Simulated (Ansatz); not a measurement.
Reaction: H4BSiO (SMILES [O]B[SiH3], doublet) → H4BSiO (SMILES BO[SiH2], doublet)
Each species at its own B3LYP-D3(BJ)/def2-TZVP minimum (Ansatz, an electronic-structure program).

Property: isomerisation energy (electronic), in kJ/mol. UHF or UKS for unpaired electrons; spin-orbit terms are left out. CBS(X,Y): correlation extrapolated as X^-3, Hartree-Fock from the larger set. A bracket is a step between two methods taken in the basis named. The functionals are non-relativistic, so their misses hold any scalar relativity. Double hybrids freeze cores in their MP2 part. 'core' is core correlation in cc-pwCVTZ (1s frozen past Ne), 'X2C' scalar relativity in cc-pVTZ-DK, both at CCSD(T). The UHF reference of H4BOSi ([O]B[SiH3], doublet) is spin-contaminated (<S^2> up to 0.04 over the pure value in the sets run).

CCSD(T)/CBS(cc-pV(T+d)Z,cc-pV(Q+d)Z) + [CCSDT(Q) - CCSD(T)]/cc-pV(D+d)Z + core + X2C (Ansatz) gives -96.8 kJ/mol.

**Question.** How far off this value is PBE/def2-TZVPD (Ansatz), in which direction, and how far these levels: B2PLYP/def2-TZVPD, CCSD(T)/CBS(cc-pV(T+d)Z,cc-pV(Q+d)Z) + core + X2C?

**Answer.** PBE gives -59.6 kJ/mol, 37.2 kJ/mol above it. Differences of the others: B2PLYP/def2-TZVPD (Ansatz) -0.1; CCSD(T)/CBS(cc-pV(T+d)Z,cc-pV(Q+d)Z) + core + X2C (Ansatz) -3.8 kJ/mol.
